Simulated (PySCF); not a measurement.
Functional dependence of a UV spectrum

Species: selenium tetrafluoride, SeF₄.
Structure used (PBE0-D3(BJ)/def2-SVP), in Å, numbered top down from 1:
```
atom  x, y, z in Å
F1    -0.071    1.371   -0.373
Se2   -0.029   -0.339   -0.410
F3    -1.765   -0.282   -0.029
F4     0.219   -0.673    1.249
F5     1.738   -0.182   -0.534
```

Linear-response calculations in the def2-SVPD basis (PySCF; singlets by full response, triplets Tamm–Dancoff, core orbitals frozen in the response; HF means time-dependent Hartree–Fock). 'Strongest' is the level of largest summed f among the singlets computed (10 roots, of which the last may lack a degenerate partner); it can jump between rows when another state enters that window. S1 is the lowest singlet of each run and needn't be the same state throughout; f(S1) is that of one state. Isolated species at its PBE0-D3(BJ)/def2-SVP geometry, gas phase. The LDA/def2-SVPD calculation is non-relativistic and has no spin–orbit coupling, an omission that weighs most on selenium.

```
functional                               kind  S1 (eV)  f(S1)  strongest (eV)  T1 (eV)  HOMO (eV)  gap (eV)  ionisation energy, ΔSCF (eV)
       LDA                                LDA     5.58  0.022            6.65     4.69      -9.20      5.00                         13.00
       PBE                                GGA     5.58  0.023            6.71     4.59      -8.95      5.03                         12.68
     B3LYP  global hybrid, 20% exact exchange     6.08  0.035            7.27     4.86     -10.36      6.99                         13.12
      PBE0  global hybrid, 25% exact exchange     6.19  0.040            7.45     4.81     -10.56      7.48                         13.06
 BHandHLYP  global hybrid, 50% exact exchange     6.71  0.057            8.09     5.07     -12.12      9.94                         13.30
 CAM-B3LYP             range-separated hybrid     6.28  0.042            7.51     4.92     -12.02     10.00                         13.31
   wB97X-D             range-separated hybrid     6.29  0.042            7.53     4.98     -12.44     11.23                         13.18
   LC-wPBE             range-separated hybrid     6.35  0.045            7.66     4.84     -13.20     12.48                         13.34
        HF                       Hartree–Fock     7.52  0.103           11.05     5.05     -14.39     14.76                   not settled
```

S1 runs from 5.58 eV (LDA) to 7.52 eV (HF), a spread of 1.95 eV, while the orbital gap spreads over 9.8 eV. Along PBE (0%), B3LYP (20%), PBE0 (25%), BHandHLYP (50%), HF (100%) S1 rises with the share of exact exchange. −ε(HOMO) comes closest to its own ΔSCF ionisation energy with LC-wPBE (-0.14 eV) and misses most with LDA (-3.80 eV). 'Not settled' means that the ion's SCF failed to converge or may have ended in another state than the lowest.
